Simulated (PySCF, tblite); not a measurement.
Species: C4H12FNSi2.
Numbering: `[CH2:1]=[C:2]([F:3])[CH2:4][SiH2:5][CH2:6][NH:7][SiH3:8]` (hydrogens: H9, H10 on C1; H11, H12 on C4; H13, H14 on Si5; H15, H16 on C6; H17 on N7; H18, H19, H20 on Si8)

Cartesian coordinates in Å at the GFN2-xTB level; atoms count from 1:
```xyz
20
C4H12FNSi2 angstrom
C     -1.8448    1.7023    0.1777
C     -2.1932    0.4900   -0.2118
F     -3.3150   -0.0717    0.3152
C     -1.4930   -0.4115   -1.1556
Si    -0.5838   -1.8189   -0.2230
C      0.8408   -1.0165    0.7642
N      1.6888   -0.2348   -0.1192
Si     2.5543    1.1589    0.3903
H     -0.9618    2.1694   -0.2145
H     -2.4319    2.2504    0.8924
H     -0.7809    0.1682   -1.7388
H     -2.2246   -0.8476   -1.8360
H     -1.4946   -2.5298    0.6757
H     -0.0336   -2.7382   -1.2301
H      0.4414   -0.3386    1.5199
H      1.4217   -1.7736    1.3071
H      2.0984   -0.8087   -0.8406
H      1.5549    2.0564    0.9733
H      3.6066    0.9311    1.3943
H      3.1452    1.6740   -0.8434
```

Level of theory: PBE0/pcSseg-1 in PySCF (dipole) on a GFN2-xTB geometry, gas phase.

Take the most abundant isotopes and a rigid rotor. The values belong to one conformer with, in the numbering `[CH2:1]=[C:2]([F:3])[CH2:4][SiH2:5][CH2:6][NH:7][SiH3:8]`, C1–C2–C4–Si5 104°, C2–C4–Si5–C6 -68°, C4–Si5–C6–N7 -55°, Si5–C6–N7–Si8 150°.

Q: What are A, B and C (cm⁻¹)?

A: Ia = 254.14, Ib = 668.64, Ic = 837.94 u·Å²; 505379 MHz·u·Å²/I gives 1989, 755.8 and 603.1 MHz, that is A = 0.06633, B = 0.02521, C = 0.02012 cm⁻¹.

Q: Classify the top.

A: An asymmetric top. Ray's parameter κ = (2B − A − C)/(A − C) = -0.780; −1 is the prolate and +1 the oblate limit.

Q: What does the inertial defect say?

A: Not planar: Δ = Ic − Ia − Ib = -84.84 u·Å². For a rigid frame Δ = −2 Σ m c², so Σ m c² = 42.42 u·Å² lies off the ab plane: 16.23 from hydrogen and 26.19 from heavier atoms. The atom farthest from that plane is 1.74 Å away.

Q: Give the other two planar moments, Paa and Pbb, and the rms extents of the mass along the axes.

A: Paa = Σ m a² = (Ib + Ic − Ia)/2 = 626.22 and Pbb = Σ m b² = (Ia + Ic − Ib)/2 = 211.72 u·Å². With the mass M = 149.05 u, the rms extents √(P/M) along a, b and c are 2.05, 1.19, 0.53 Å.

Q: Where do the levels up to J = 4 lie, in MHz?

A: Above 0(0,0):
J = 1: 1(0,1) 1359, 1(1,1) 2592, 1(1,0) 2744
J = 2: 2(0,2) 4064, 2(1,2) 5157, 2(1,1) 5615, 2(2,1) 9313, 2(2,0) 9327
J = 3: 3(0,3) 8088, 3(1,3) 8997, 3(1,2) 9912, 3(2,2) 13390, 3(2,1) 13456, 3(3,1) 19944, 3(3,0) 19944
J = 4: 4(0,4) 13396, 4(1,4) 14102, 4(1,3) 15624, 4(2,3) 18816, 4(2,2) 19009, 4(3,2) 25404, 4(3,1) 25409, 4(4,1) 34546, 4(4,0) 34546
The levels of one J sum to (2J + 1)J(J + 1)(A + B + C)/3.

Q: Which lines would a microwave search look for?

A: The dipole components are |μa| = 1.53 D, |μb| = 0.98 D, |μc| = 0.72 D. Intensities carry the squares of the components, which stand as 1.00 : 0.41 : 0.22 (a : b : c). Some lines, for components of 0.1 D or more:

| type | branch | J(Ka,Kc) | MHz | lower level (cm⁻¹) |
| --- | --- | --- | --- | --- |
| a | Q | 2(1,1) ← 2(1,2) | 458 | 0.172 |
| c | Q | 3(1,3) ← 3(0,3) | 909 | 0.270 |
| b | Q | 2(1,1) ← 2(0,2) | 1552 | 0.136 |
| a | R | 2(0,2) ← 1(0,1) | 2705 | 0.045 |
| b | R | 5(1,4) ← 4(2,3) | 3919 | 0.628 |
| c | R | 2(1,1) ← 1(0,1) | 4256 | 0.045 |
| a | R | 4(2,2) ← 3(2,1) | 5553 | 0.449 |
| b | R | 5(0,5) ← 4(1,4) | 5848 | 0.470 |
| c | Q | 5(3,3) ← 5(2,3) | 6223 | 0.868 |
| b | Q | 4(3,2) ← 4(2,3) | 6589 | 0.628 |
| b | Q | 5(3,3) ← 5(2,4) | 6657 | 0.853 |
| a | R | 5(3,2) ← 4(3,1) | 6848 | 0.848 |
| a | R | 5(2,3) ← 4(2,2) | 7005 | 0.634 |
| b | R | 5(2,4) ← 4(1,3) | 9956 | 0.521 |
| b | R | 4(2,2) ← 3(1,3) | 10012 | 0.300 |
| b | R | 4(3,2) ← 3(2,1) | 11948 | 0.449 |
| b | R | 4(3,1) ← 3(2,2) | 12019 | 0.447 |
| b | R | 4(4,1) ← 3(3,0) | 14601 | 0.665 |
| c | R | 4(4,1) ← 3(3,1) | 14602 | 0.665 |
| c | R | 5(5,1) ← 4(4,1) | 18579 | 1.152 |

Q: Estimate the classical rotational partition function at 50 K, 100 K and 298.15 K.

A: Point group C1, symmetry number σ = 1; q = (√π/σ)·√((kT/h)³/(ABC)), k/h = 20836.6 MHz/K: 62600 at 50 K, 177000 at 100 K, 912000 at 298.15 K.

Its GFN2-xTB frequencies are all real (lowest 20 cm⁻¹). These are rigid-rotor constants of the computed structure; measured ground-state constants (B0) also hold zero-point vibration. A rigid rotor knows nothing of inversion at nitrogen or internal rotation, which can split or shift real lines. Quadrupole hyperfine structure (14N) is left out.

Hardware: one thread, Arm Neoverse V1 (aarch64), no GPU, shared host with 32 logical CPUs at a one-minute load of 24. Cost: 42 s wall, 0.94 GiB resident at most. This is the PBE0/pcSseg-1 job that gave the dipole, with the shieldings it also computed.
